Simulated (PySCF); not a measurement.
## TiSe: frontier orbitals

PW91 at R = 2.208 Å; basis Ti x2c-TZVPPall, Se x2c-TZVPPall; spin-free X2C with a Gaussian nucleus; PySCF 2.14. State: ³Δ (triplet), unpaired electrons σ ↑, δ ↑. Only the outer orbitals are listed, counted within each symmetry.

| spin | orbital | occ. | ε (eV) | on Ti (%) | main shells (%) |
| --- | --- | --- | --- | --- | --- |
| α | 12σ | 1 | -15.64 | 7 | 93 Se s |
| α | 13σ | 1 | -6.38 | 32 | 65 Se p, 20 Ti d, 11 Ti s |
| α | 6π | 1 | -5.70 | 33 | 66 Se p, 30 Ti d |
| α | 6π | 1 | -5.70 | 33 | 66 Se p, 30 Ti d |
| α | 14σ | 1 | -4.53 | 100 | 60 Ti s, 37 Ti d |
| α | 2δ | 1 | -4.39 | 100 | 100 Ti d |
| α | 2δ | 0 | -3.55 | 100 | 100 Ti d |
| α | 7π | 0 | -3.22 | 80 | 63 Ti d, 20 Se p, 17 Ti p |
| α | 7π | 0 | -3.22 | 80 | 63 Ti d, 20 Se p, 17 Ti p |
| β | 12σ | 1 | -15.82 | 6 | 94 Se s |
| β | 13σ | 1 | -6.21 | 24 | 74 Se p, 14 Ti d, 9 Ti s |
| β | 6π | 1 | -5.67 | 21 | 79 Se p, 17 Ti d |
| β | 6π | 1 | -5.67 | 21 | 79 Se p, 17 Ti d |
| β | 14σ | 0 | -3.21 | 100 | 74 Ti s, 19 Ti d |
| β | 2δ | 0 | -2.72 | 100 | 100 Ti d |
| β | 7π | 0 | -2.43 | 87 | 76 Ti d, 12 Se p, 11 Ti p |

Problem. Which are the highest filled and the lowest empty level, where do they sit, and how wide is the gap?

Solution. Highest filled α 2δ at -4.39 eV (in %: 100 Ti d); lowest empty α 2δ at -3.55 eV (in %: 100 Ti d); the gap at PW91 is 0.84 eV. Both belong to one degenerate shell, split only by its one-sided filling, so this is no excitation gap.

```json
{
  "bond order (Mayer)": "2.53",
  "⟨S²⟩": "2.052",
  "charge on Ti (Mulliken, basis-dependent)": "0.25",
  "charge on Ti (Löwdin, basis-dependent)": "-0.37",
  "dipole moment (positive dipole means Ti(−)Se(+))": "-4.72 D"
}
```

Spin–orbit coupling is left out. The state is the lowest single determinant that the PBE0 search found; with open d or f shells the true ground state can be another one.
